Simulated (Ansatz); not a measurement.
Computed with Ansatz on PBE0-D4/def2-TZVP structures; ΔE is electronic, products minus reactants. CBS: MP2 limit from def2 TZ/QZ plus the TZ coupled-cluster correction, frozen cores. Functionals use def2-TZVPP. def2 core potentials past Kr. For Br, Sn outer-core shells are correlated without core-valence functions, which leaves a few kJ/mol of doubt a bond. Scalar relativity is left out up to krypton. Each species was taken in one conformer, which may not be the lowest.

Reaction (redistribution): `[SiH3]O[SiH](Br)O[SiH3]` + `C[NH][SnH2][SiH3]` → `[SiH3][NH][SnH2][SiH3]` + `CO[SiH](Br)O[SiH3]`

| level | ΔE (eV) |
| --- | --- |
| PBE-D4 | 0.55 |
| PBE0 | 0.56 |
| CCSD(T)/def2-TZVPP | 0.58 |
| MP2/def2-QZVPP | 0.60 |

**Question.** What does CCSD(T)/CBS give? (An estimate is asked.)

**Answer.** The calculation gave: +0.58 eV. The listed levels differ from it by -0.03, -0.02, 0.00, 0.02 eV.

Largest T1 diagnostic among the species: 0.013.
